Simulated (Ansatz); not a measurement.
C2H3AlF2O, SMILES `FC1(F)O[CH]1[AlH2]`. Charge 0, multiplicity 1.

| atom | x (Å) | y (Å) | z (Å) |
| --- | --- | --- | --- |
| F1 | -1.5460 | 0.8595 | -0.8253 |
| C2 | -1.0956 | -0.3897 | -0.6155 |
| F3 | -2.1547 | -1.1954 | -0.5661 |
| O4 | -0.0599 | -0.7840 | -1.3599 |
| C5 | 0.1210 | -0.6323 | 0.1357 |
| Al6 | 1.2489 | 0.8786 | 0.7161 |
| H7 | 0.1384 | -1.6105 | 0.6165 |
| H8 | 1.9165 | 1.7979 | -0.3773 |
| H9 | 1.4316 | 1.0760 | 2.2758 |

Q: What are the harmonic wavenumbers in cm⁻¹ at PBE0-D4/def2-TZVP (Ansatz, finite differences of forces, unscaled)? (An estimate is asked.)

A: The calculation gave: 81, 118, 144, 320, 466, 503, 522, 563, 631, 682, 735, 770, 923, 1031, 1135, 1230, 1264, 1498, 1942, 1970, 3120.

Q: Is this a minimum?

A: Yes, all 21 modes are real.

Q: Give the ideal-gas thermochemistry at 298.15 K and 1 bar (rigid rotor, harmonic oscillator; point group C1, symmetry number 1).

A: Zero-point energy 117.5 kJ/mol; H(298) − E = 137.9 kJ/mol; entropy 344.6 J/(mol·K), of which translation 167.3, rotation 113.9, vibration 63.5; G(298) − E = 35.1 kJ/mol. Modes under 100 cm⁻¹ are hindered rotations or soft bends, so the harmonic entropy is rough.

Q: And at 400, 500, 600, 800 and 1000 K?

A: 
| T (K) | H − E (kJ/mol) | S (J/mol/K) | G − E (kJ/mol) |
| --- | --- | --- | --- |
| 400 | 149.6 | 378.4 | -1.7 |
| 500 | 162.9 | 408.0 | -41.1 |
| 600 | 177.6 | 434.7 | -83.2 |
| 800 | 209.8 | 480.9 | -174.9 |
| 1000 | 244.6 | 519.7 | -275.1 |

Q: Rotational constants (cm⁻¹)?

A: 0.2001, 0.06239, 0.05691.
